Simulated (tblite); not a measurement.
Record of a relaxation.

Compound: C₃H₅N₃Se.
Bonds: C1–Se2, Se2–C3, C3–N4 (aromatic), N4–C5 (aromatic), C5–N6 (aromatic), N6–N7 (aromatic), C3–N7 (aromatic). Hydrogens: H8, H9, H10 on C1; H11 on C5; H12 on N6.

Computed with GFN2-xTB (tblite), gas phase: L-BFGS steps from a force-field or distance-geometry start until the largest atomic force falls under 0.01 eV/Å. 14 of its 106 geometries are shown.

Step 0: E = -568.3001 eV, largest atomic force 2.112 eV/Å
```
atom  x, y, z in Å  |  force x, y, z in eV/Å
C1      2.379   -0.114   -0.446    0.402   0.802  -0.390
Se2     1.429   -1.503    0.524   -0.384   0.270   0.021
C3     -0.234   -0.609    0.317   -1.405   1.017   0.267
N4     -1.069   -0.802   -0.743   -0.890   1.310   1.398
C5     -2.088    0.026   -0.449    0.182  -1.054  -1.609
N6     -1.884    0.691    0.689   -0.390   0.164  -0.150
N7     -0.719    0.305    1.183    1.332  -0.849   0.198
H8      3.456   -0.356   -0.491   -0.561   0.043   0.059
H9      1.970   -0.040   -1.474    0.233  -0.085   0.572
H10     2.241    0.860    0.080    0.104  -0.701  -0.324
H11    -2.965    0.147   -1.083    0.426  -0.073   0.303
H12    -2.514    1.394    1.134    0.951  -0.844  -0.346
```

Step 8: E = -568.4949 eV, largest atomic force 0.112 eV/Å
```
atom  x, y, z in Å  |  force x, y, z in eV/Å
C1      2.384   -0.090   -0.459    0.024   0.035  -0.022
Se2     1.389   -1.465    0.523    0.082  -0.019   0.023
C3     -0.266   -0.589    0.336   -0.024  -0.019   0.006
N4     -1.086   -0.791   -0.717   -0.042   0.011  -0.015
C5     -2.088    0.012   -0.482   -0.073   0.068   0.051
N6     -1.880    0.680    0.671    0.009  -0.014   0.028
N7     -0.714    0.292    1.198   -0.031   0.006  -0.009
H8      3.434   -0.372   -0.480   -0.059  -0.028   0.020
H9      1.984   -0.035   -1.470    0.035   0.022   0.035
H10     2.255    0.855    0.067    0.034  -0.008  -0.055
H11    -2.958    0.140   -1.093    0.029  -0.020  -0.030
H12    -2.453    1.363    1.146    0.016  -0.033  -0.033
```

Step 16: E = -568.4974 eV, largest atomic force 0.050 eV/Å
```
atom  x, y, z in Å  |  force x, y, z in eV/Å
C1      2.388   -0.085   -0.461    0.009   0.003  -0.007
Se2     1.392   -1.454    0.528    0.032  -0.011   0.003
C3     -0.273   -0.597    0.336   -0.006   0.010   0.013
N4     -1.097   -0.793   -0.716    0.005   0.008  -0.003
C5     -2.095    0.014   -0.478   -0.013   0.005   0.004
N6     -1.884    0.676    0.678   -0.021  -0.011  -0.018
N7     -0.719    0.283    1.201   -0.045   0.021  -0.005
H8      3.432   -0.388   -0.474   -0.006   0.005  -0.005
H9      1.995   -0.028   -1.473    0.015  -0.012   0.000
H10     2.274    0.867    0.052    0.023  -0.009   0.000
H11    -2.956    0.141   -1.102   -0.002   0.014   0.022
H12    -2.454    1.363    1.148    0.010  -0.022  -0.003
```

Step 24: E = -568.4986 eV, largest atomic force 0.080 eV/Å
```
atom  x, y, z in Å  |  force x, y, z in eV/Å
C1      2.401   -0.087   -0.465    0.018   0.008  -0.009
Se2     1.394   -1.441    0.533   -0.009  -0.006   0.005
C3     -0.278   -0.591    0.340   -0.010   0.023  -0.023
N4     -1.097   -0.786   -0.717   -0.007   0.013  -0.022
C5     -2.103    0.014   -0.480    0.004   0.018   0.033
N6     -1.900    0.669    0.682   -0.009   0.003  -0.008
N7     -0.734    0.281    1.208   -0.040   0.018  -0.016
H8      3.442   -0.399   -0.478   -0.002  -0.018   0.002
H9      2.011   -0.033   -1.479   -0.004   0.001   0.011
H10     2.303    0.870    0.043   -0.006  -0.005  -0.011
H11    -2.966    0.148   -1.102    0.066  -0.029   0.034
H12    -2.471    1.355    1.151    0.000  -0.027   0.004
```

Step 32: E = -568.5025 eV, largest atomic force 0.050 eV/Å
```
atom  x, y, z in Å  |  force x, y, z in eV/Å
C1      2.456   -0.106   -0.482   -0.008   0.033  -0.026
Se2     1.387   -1.376    0.558   -0.023  -0.006   0.044
C3     -0.280   -0.520    0.337    0.022   0.004   0.003
N4     -1.077   -0.713   -0.737    0.005  -0.008   0.012
C5     -2.123    0.025   -0.479    0.022   0.012  -0.027
N6     -1.966    0.646    0.707    0.023  -0.004   0.009
N7     -0.788    0.296    1.231    0.040  -0.026   0.014
H8      3.478   -0.478   -0.489   -0.037   0.014   0.010
H9      2.065   -0.056   -1.495   -0.014  -0.024  -0.026
H10     2.408    0.869   -0.004    0.025  -0.002   0.008
H11    -2.985    0.127   -1.105   -0.025   0.020  -0.021
H12    -2.572    1.286    1.197   -0.029  -0.012  -0.001
```

Step 40: E = -568.5050 eV, largest atomic force 0.090 eV/Å
```
atom  x, y, z in Å  |  force x, y, z in eV/Å
C1      2.483   -0.120   -0.501    0.051   0.026  -0.004
Se2     1.387   -1.308    0.604   -0.009  -0.002   0.036
C3     -0.278   -0.465    0.341    0.020   0.029   0.037
N4     -1.049   -0.646   -0.755    0.000   0.016   0.056
C5     -2.125    0.043   -0.485    0.019  -0.006  -0.032
N6     -2.010    0.626    0.724   -0.018  -0.028   0.008
N7     -0.829    0.299    1.256    0.023  -0.057   0.013
H8      3.485   -0.541   -0.497    0.006   0.000  -0.030
H9      2.090   -0.092   -1.514   -0.029   0.000   0.031
H10     2.500    0.873   -0.054   -0.046  -0.022  -0.043
H11    -2.988    0.130   -1.110   -0.035   0.030  -0.077
H12    -2.664    1.202    1.231    0.017   0.015   0.005
```

Step 48: E = -568.5667 eV, largest atomic force 0.539 eV/Å
```
atom  x, y, z in Å  |  force x, y, z in eV/Å
C1      2.495   -0.197   -0.570   -0.193  -0.142  -0.071
Se2     1.468   -0.904    0.946    0.017   0.046  -0.203
C3     -0.219   -0.267    0.447   -0.155   0.018   0.167
N4     -0.812   -0.290   -0.771    0.105   0.166  -0.114
C5     -2.012    0.184   -0.539    0.083  -0.078   0.011
N6     -2.142    0.475    0.767   -0.477  -0.065   0.242
N7     -1.006    0.182    1.401    0.028  -0.052   0.176
H8      3.428   -0.750   -0.614    0.028   0.028  -0.033
H9      1.908   -0.344   -1.473    0.024  -0.076   0.024
H10     2.675    0.859   -0.412    0.081   0.129   0.044
H11    -2.805    0.345   -1.244    0.192  -0.095  -0.062
H12    -2.976    0.708    1.300    0.267   0.121  -0.180
```

Step 57: E = -568.6675 eV, largest atomic force 0.248 eV/Å
```
atom  x, y, z in Å  |  force x, y, z in eV/Å
C1      2.398   -0.225   -0.618   -0.125  -0.128  -0.149
Se2     1.551   -0.685    1.086    0.045   0.022  -0.040
C3     -0.181   -0.206    0.600   -0.216   0.026   0.120
N4     -0.606   -0.051   -0.677   -0.169   0.092   0.156
C5     -1.869    0.276   -0.539    0.153   0.014   0.057
N6     -2.203    0.313    0.767    0.156  -0.054  -0.114
N7     -1.122    0.000    1.502    0.102   0.021  -0.072
H8      3.319   -0.790   -0.713    0.072  -0.050   0.084
H9      1.701   -0.518   -1.403    0.073   0.139   0.071
H10     2.614    0.840   -0.647   -0.083  -0.013  -0.019
H11    -2.532    0.495   -1.350   -0.060  -0.012   0.030
H12    -3.069    0.550    1.230    0.053  -0.056  -0.124
```

Step 65: E = -568.6811 eV, largest atomic force 0.079 eV/Å
```
atom  x, y, z in Å  |  force x, y, z in eV/Å
C1      2.377   -0.248   -0.637   -0.064  -0.045   0.006
Se2     1.570   -0.642    1.106    0.000   0.048  -0.063
C3     -0.168   -0.161    0.644   -0.033   0.028  -0.003
N4     -0.558    0.031   -0.640   -0.033  -0.012   0.022
C5     -1.832    0.308   -0.532    0.018   0.002   0.018
N6     -2.202    0.289    0.760    0.015   0.002   0.001
N7     -1.137   -0.008    1.523    0.047  -0.041  -0.039
H8      3.299   -0.818   -0.716   -0.002   0.032   0.027
H9      1.667   -0.551   -1.403    0.040   0.020   0.054
H10     2.579    0.819   -0.702    0.003  -0.044  -0.014
H11    -2.494    0.513   -1.348   -0.007   0.024  -0.009
H12    -3.100    0.466    1.184    0.016  -0.013  -0.002
```

Step 73: E = -568.6844 eV, largest atomic force 0.055 eV/Å
```
atom  x, y, z in Å  |  force x, y, z in eV/Å
C1      2.375   -0.260   -0.642   -0.033  -0.033  -0.002
Se2     1.583   -0.567    1.122   -0.003   0.003  -0.006
C3     -0.166   -0.140    0.653   -0.016   0.028  -0.007
N4     -0.546    0.080   -0.628   -0.012   0.033  -0.021
C5     -1.825    0.331   -0.528    0.021   0.013   0.003
N6     -2.211    0.266    0.758    0.032  -0.026   0.007
N7     -1.148   -0.035    1.523    0.021  -0.037   0.019
H8      3.292   -0.839   -0.700    0.006   0.008   0.015
H9      1.656   -0.589   -1.386    0.006  -0.025   0.008
H10     2.585    0.798   -0.765    0.009   0.028   0.013
H11    -2.473    0.566   -1.346   -0.051  -0.010  -0.017
H12    -3.120    0.388    1.177    0.021   0.019  -0.013
```

Step 81: E = -568.6869 eV, largest atomic force 0.023 eV/Å
```
atom  x, y, z in Å  |  force x, y, z in eV/Å
C1      2.378   -0.276   -0.643   -0.009  -0.003  -0.006
Se2     1.589   -0.508    1.131   -0.005  -0.009  -0.003
C3     -0.161   -0.105    0.647   -0.005   0.001   0.000
N4     -0.542    0.149   -0.628    0.002  -0.006  -0.009
C5     -1.829    0.357   -0.524    0.005   0.011   0.002
N6     -2.216    0.236    0.757    0.001  -0.012   0.006
N7     -1.148   -0.062    1.516    0.001   0.010   0.014
H8      3.297   -0.855   -0.675   -0.002   0.006   0.003
H9      1.660   -0.638   -1.373    0.020  -0.008   0.007
H10     2.589    0.777   -0.809   -0.008   0.006  -0.005
H11    -2.489    0.590   -1.335   -0.002   0.006  -0.009
H12    -3.128    0.334    1.175    0.001  -0.003   0.001
```

Step 89: E = -568.6883 eV, largest atomic force 0.124 eV/Å
```
atom  x, y, z in Å  |  force x, y, z in eV/Å
C1      2.361   -0.295   -0.644    0.069   0.030  -0.099
Se2     1.593   -0.505    1.139    0.007  -0.033   0.008
C3     -0.155   -0.099    0.657    0.016   0.011  -0.007
N4     -0.522    0.195   -0.614    0.029   0.031  -0.022
C5     -1.810    0.396   -0.518   -0.029  -0.062  -0.042
N6     -2.213    0.220    0.751    0.005   0.078   0.035
N7     -1.152   -0.089    1.515   -0.025  -0.061   0.035
H8      3.324   -0.800   -0.664   -0.048   0.028   0.051
H9      1.678   -0.740   -1.363    0.011   0.009   0.039
H10     2.489    0.766   -0.854   -0.015  -0.041  -0.004
H11    -2.461    0.652   -1.328   -0.004   0.005  -0.005
H12    -3.130    0.299    1.162   -0.016   0.006   0.011
```

Step 97: E = -568.6940 eV, largest atomic force 0.062 eV/Å
```
atom  x, y, z in Å  |  force x, y, z in eV/Å
C1      2.351   -0.315   -0.652    0.055   0.011  -0.026
Se2     1.584   -0.571    1.124    0.003  -0.012   0.019
C3     -0.157   -0.125    0.655    0.016   0.002  -0.006
N4     -0.511    0.227   -0.605    0.012  -0.004   0.009
C5     -1.796    0.444   -0.508   -0.018   0.013   0.010
N6     -2.208    0.234    0.754    0.024  -0.003  -0.023
N7     -1.157   -0.132    1.509   -0.025  -0.011  -0.028
H8      3.386   -0.646   -0.616   -0.049   0.028   0.012
H9      1.782   -0.908   -1.362    0.005   0.019   0.005
H10     2.294    0.741   -0.909    0.002  -0.045  -0.013
H11    -2.439    0.751   -1.309    0.009  -0.016   0.010
H12    -3.128    0.299    1.158   -0.033   0.018   0.031
```

Step 105: E = -568.6953 eV, largest atomic force 0.007 eV/Å
```
atom  x, y, z in Å  |  force x, y, z in eV/Å
C1      2.354   -0.320   -0.655   -0.001   0.000   0.001
Se2     1.575   -0.610    1.112   -0.001   0.004   0.002
C3     -0.164   -0.145    0.649    0.002  -0.004  -0.004
N4     -0.515    0.228   -0.605    0.004   0.003  -0.001
C5     -1.797    0.462   -0.504   -0.004  -0.005   0.003
N6     -2.209    0.240    0.757   -0.003   0.001   0.004
N7     -1.163   -0.151    1.504    0.001   0.002  -0.002
H8      3.410   -0.570   -0.588   -0.003  -0.002  -0.003
H9      1.849   -0.964   -1.369    0.004  -0.002   0.000
H10     2.223    0.722   -0.931   -0.004   0.001   0.003
H11    -2.437    0.781   -1.300    0.002   0.002   0.002
H12    -3.125    0.325    1.169    0.003  -0.001  -0.005
```

Q: Summarise the path.

A: The energy falls by 0.3952 eV from step 0 to step 105; nine tenths of that is first reached at step 56. It rises by more than 0.2 meV at steps 44, 47, 93 and 100. The largest force goes from 2.112 to 0.007 eV/Å. Among the bonds Se2–C3 changes most, from 1.899 to 1.859 Å; the atoms move by 0.831 Å rms after alignment.

Q: Follow the three bonds and two angles with the largest change from start to end.

A: 
| step | E above end (eV) | largest force (eV/Å) | Se2–C3 (Å) | N4–C5 (Å) | N6–H12 (Å) | N7–N6–H12 (°) | C1–Se2–C3 (°) |
| --- | --- | --- | --- | --- | --- | --- | --- |
| 0 | 0.3952 | 2.112 | 1.899 | 1.345 | 1.043 | 124.7 | 92.1 |
| 5 | 0.2044 | 0.157 | 1.886 | 1.307 | 1.006 | 121.9 | 93.8 |
| 9 | 0.1996 | 0.077 | 1.883 | 1.306 | 1.010 | 120.1 | 94.0 |
| 14 | 0.1982 | 0.039 | 1.884 | 1.306 | 1.009 | 120.5 | 94.4 |
| 18 | 0.1975 | 0.039 | 1.883 | 1.306 | 1.009 | 120.7 | 94.8 |
| 23 | 0.1970 | 0.053 | 1.886 | 1.306 | 1.009 | 120.6 | 95.1 |
| 27 | 0.1954 | 0.045 | 1.886 | 1.306 | 1.010 | 120.6 | 96.1 |
| 32 | 0.1928 | 0.050 | 1.887 | 1.306 | 1.009 | 120.3 | 97.2 |
| 37 | 0.1916 | 0.047 | 1.885 | 1.306 | 1.009 | 120.7 | 97.3 |
| 41 | 0.1890 | 0.116 | 1.883 | 1.306 | 1.009 | 120.9 | 99.1 |
| 46 | 0.1499 | 0.369 | 1.872 | 1.311 | 1.010 | 120.4 | 100.2 |
| 50 | 0.0987 | 0.655 | 1.876 | 1.315 | 1.001 | 119.1 | 97.0 |
| 55 | 0.0425 | 0.238 | 1.862 | 1.309 | 1.013 | 118.7 | 97.2 |
| 59 | 0.0200 | 0.195 | 1.860 | 1.309 | 1.010 | 120.5 | 96.1 |
| 64 | 0.0152 | 0.084 | 1.862 | 1.307 | 1.009 | 120.3 | 96.2 |
| 68 | 0.0131 | 0.051 | 1.860 | 1.307 | 1.008 | 120.6 | 96.5 |
| 73 | 0.0109 | 0.055 | 1.861 | 1.307 | 1.009 | 120.3 | 96.7 |
| 78 | 0.0086 | 0.037 | 1.860 | 1.308 | 1.008 | 120.4 | 96.9 |
| 82 | 0.0083 | 0.017 | 1.860 | 1.308 | 1.008 | 120.4 | 96.8 |
| 87 | 0.0080 | 0.046 | 1.859 | 1.307 | 1.008 | 120.4 | 96.6 |
| 91 | 0.0050 | 0.086 | 1.860 | 1.307 | 1.008 | 120.3 | 96.0 |
| 96 | 0.0020 | 0.072 | 1.859 | 1.307 | 1.008 | 120.4 | 96.0 |
| 100 | 0.0014 | 0.164 | 1.858 | 1.308 | 1.009 | 120.4 | 96.3 |
| 105 | 0.0000 | 0.007 | 1.859 | 1.308 | 1.008 | 120.3 | 96.3 |

What follows is the cost of the whole relaxation. Time: 0.9 s wall. Hardware: an Arm Neoverse N1 with one thread, shared host.
